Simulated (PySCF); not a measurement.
CI2, SMILES I[C]I (connectivity only; charge and spin as stated), neutral, multiplicity 1.

Geometry: B3LYP-D3(BJ)/def2-TZVP. The def2 effective core potentials stand for the cores of I; spin–orbit coupling is left out.

Level of theory: TDA-LC-ωPBE/def2-SVPD run with PySCF.

Vertical excitations.  State labels are in the subgroup C2v.

| state | symmetry | energy (eV) | λ (nm) | f | main pairs |
|---|---|---|---|---|---|
| S1 | B1 | 1.60 | 773 | 0.001 | HOMO→LUMO 96 % |
| S2 | A2 | 2.98 | 416 | 0.000 | HOMO−1→LUMO 99 % |
| S3 | A1 | 3.86 | 321 | 0.006 | HOMO→LUMO+1 83 % |
| S4 | B2 | 3.93 | 316 | 0.108 | HOMO−2→LUMO 87 % |
| S5 | B2 | 4.71 | 263 | 0.002 | HOMO−1→LUMO+1 71 %, HOMO→LUMO+2 12 % |
| S6 | B1 | 4.79 | 259 | 0.001 | HOMO−4→LUMO 96 % |
| S7 | A2 | 5.11 | 243 | 0.000 | HOMO−2→LUMO+1 89 % |
| S8 | A1 | 5.44 | 228 | 0.019 | HOMO−3→LUMO 64 %, HOMO−4→LUMO+1 11 % |
| S9 | A2 | 5.47 | 226 | 0.000 | HOMO−5→LUMO 96 % |
| S10 | B1 | 6.09 | 203 | 0.003 | HOMO−3→LUMO+1 58 %, HOMO−2→LUMO+2 22 %, HOMO−2→LUMO+4 11 % |
| T1 | B1 | 0.23 | 5296 | 0 | HOMO→LUMO 88 % |
| T2 | A2 | 2.77 | 448 | 0 | HOMO−1→LUMO 98 % |
| T3 | B2 | 2.94 | 422 | 0 | HOMO−2→LUMO 99 % |
| T4 | A1 | 3.02 | 410 | 0 | HOMO→LUMO+1 89 % |
Triplets are in the Tamm–Dancoff approximation.
